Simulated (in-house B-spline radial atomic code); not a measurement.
Successive ionisation energies of gadolinium; each step leads to the configuration of the next row (after the last: [Kr] 4d10 4f5/2(6) 5s2 5p1/2(2) 5p3/2(1)). Dirac energy differences include first-order Breit, QED and recoil terms. NIST's values go from ground level to ground level; the uncertainty of those that are theory runs from under 0.1 % in few-electron ions to several per cent in heavy many-electron ones. Computed with an all-electron radial atomic-structure program (B-spline basis): Dirac-Hartree-Fock, jj configuration that fills j = l - 1/2 first, finite nuclei.

A number in brackets counts the electrons of a j subshell.

| ion | configuration | ionisation energy (eV) | tabulated value (eV) | tabulated kind | computed minus tabulated (eV) | highest orbital | largest mean radius (bohr) |
| --- | --- | --- | --- | --- | --- | --- | --- |
| Gd | [Xe] 4f5/2(6) 4f7/2(1) 5d3/2(1) 6s2 | 5.15 | 6.1498 | measured | -1.00 | 6s1/2 | 4.3007 |
| Gd+ | [Xe] 4f5/2(6) 4f7/2(1) 5d3/2(1) 6s1 | 11.04 | 12.076 | semi-empirical | -1.04 | 6s1/2 | 3.8733 |
| Gd2+ | [Xe] 4f5/2(6) 4f7/2(1) 5d3/2(1) | ? | ? | semi-empirical | ? | ? | ? |
| Gd3+ | [Xe] 4f5/2(6) 4f7/2(1) | ? | ? | semi-empirical | ? | ? | ? |
| Gd4+ | [Xe] 4f5/2(6) | 71.17 | - | - | - | 4f5/2 | 1.5091 |
| Gd5+ | [Kr] 4d10 4f5/2(6) 5s2 5p1/2(2) 5p3/2(3) | 85.82 | 89 | tabulated theory | -3.18 | 4f5/2 | 1.4742 |
| Gd6+ | [Kr] 4d10 4f5/2(6) 5s2 5p1/2(2) 5p3/2(2) | 100.98 | 106 | tabulated theory | -5.02 | 4f5/2 | 1.4429 |

(1) Fill in the row of Gd2+.

(2) Fill in the row of Gd3+.

(3) Where is the largest jump?

(4) How far is this level of theory from the measured and semi-empirical values?

Answers

(1) ionisation energy (eV): 19.41; tabulated value (eV): 20.54; computed minus tabulated (eV): -1.13; highest orbital: 5d3/2; largest mean radius (bohr): 2.3328.

(2) ionisation energy (eV): 37.85; tabulated value (eV): 44.44; computed minus tabulated (eV): -6.59; highest orbital: 4f7/2; largest mean radius (bohr): 1.5717.

(3) From Gd to Gd+, by a factor of 2.14 (5.1501 to 11.035 eV); the highest orbital goes from 6s1/2 to 6s1/2.

(4) Over those 4 rows the differences run from -6.59 to -1 eV (mean absolute value 2.4 eV). The calculation leaves out correlation and, in open shells, the multiplet splittings that an average leaves out.
